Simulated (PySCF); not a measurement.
The same groups moved round the core (propene boryl). Isolated molecules, 0 K electronic values unless said otherwise. One relaxed conformer stands for each flexible species; it need not be the lowest. Strings in code marks are SMILES.

Quantity: vertical ionisation energy (energy after one electron is removed minus that of the parent at the parent's geometry), in eV.

Level 1: PBE-D3(BJ)/def2-TZVP // PBE0-D4/def2-TZVP (PySCF)
Level 2: PBE0-D4/def2-TZVP (PySCF)
Level 3: minus the HOMO energy of B3LYP-D3(BJ)/def2-TZVP // PBE0-D4/def2-TZVP (PySCF)
Level 4: minus the HOMO energy of HF/6-31G* // PBE0-D4/def2-TZVP (PySCF)

```csv
species,level 1,level 2,level 3,level 4
`B/C=C\C`,10.10,10.07,7.70,9.96
`BCC=C`,9.37,9.45,7.03,9.49
`B/C=C/C`,10.15,10.13,7.75,10.01
```
